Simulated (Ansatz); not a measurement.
Cl3GeI, SMILES `[Cl][Ge]([Cl])([Cl])[I]`, relaxed with RKS PBE0-D4/def2-TZVP in Ansatz from a PBE-D4/def2-SVP geometry. The force threshold is 0.005 eV/Å; the program also tests the step.

Charge 0, multiplicity 1. I takes the def2 core potential.

Start:

```xyz
5

Cl    1.172   -1.313    1.275
Ge   -0.005   -0.047   -0.014
Cl    0.647   -0.348   -2.046
Cl   -2.069   -0.653    0.138
I     0.255    2.361    0.647
```

```csv
step,energy (eV),largest force (eV/Å),largest move (Å)
1,-102174.3920,0.527,0.000
2,-102174.4223,0.370,0.053
3,-102174.4276,0.033,0.019
4,-102174.4277,0.009,0.004
5,-102174.4277,0.001,0.001
```

End:

```xyz
5

Cl    1.155   -1.296    1.255
Ge   -0.005   -0.045   -0.012
Cl    0.637   -0.344   -2.015
Cl   -2.038   -0.645    0.135
I     0.251    2.330    0.638
```

It took 35 s on 4 threads of an Arm Neoverse V1 on a shared host, with 0.83 GiB of host memory at the peak.
